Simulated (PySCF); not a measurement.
## Correlation energy of Sc⁺ (scandium, charge +1)

[Ar] 3d1 4s1, high-spin 3D determinant. All numbers are calculated (PySCF 2.14, the non-relativistic Hamiltonian (point nucleus), in def2-SVP). Frozen: [Ar]; 2 electrons correlated.

Total MP2 correlation energy: -1.62 mhartree.

Same-spin part -1.62 and opposite-spin part 0.00 mhartree; SCS-MP2 scales them by 1/3 and 6/5 to -0.54 mhartree.
